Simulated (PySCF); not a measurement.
cyclopropanecarbaldehyde (C4H6O), SMILES C(C1CC1)=O.

Geometry: B3LYP-D3(BJ)/def2-SVP. Other conformers were not sampled.

Two levels are set side by side: TDA-PBE/def2-SVPD (PySCF) and TDA-LC-ωPBE/def2-SVPD (PySCF). Vertical, same geometry. The lowest singlet is HOMO→LUMO 100 % with PBE and HOMO→LUMO 94 % with the other functional; states are paired by order. Differences are taken from unrounded values.

```json
[
 {"quantity": "lowest singlet excitation (eV)", "TDA-LC-ωPBE": "4.34", "TDA-PBE": "4.12", "TDA-PBE minus TDA-LC-ωPBE": "-0.23"},
 {"quantity": "lowest triplet excitation (TDA) (eV)", "TDA-LC-ωPBE": "3.70", "TDA-PBE": "3.54", "TDA-PBE minus TDA-LC-ωPBE": "-0.16"},
 {"quantity": "first bright state (f over 0.05) (eV)", "TDA-LC-ωPBE": "7.53", "TDA-PBE": "6.47", "TDA-PBE minus TDA-LC-ωPBE": "-1.05"},
 {"quantity": "its oscillator strength", "TDA-LC-ωPBE": "0.26", "TDA-PBE": "0.15", "TDA-PBE minus TDA-LC-ωPBE": "-0.12"}
]
```

A lower first singlet is the usual sign of a functional without exact exchange. Differences between two approximate levels are no errors against the true value.

Rough cost on one machine, each run with all the roots and properties that it gave: TDA-LC-ωPBE against TDA-PBE about 3 times.
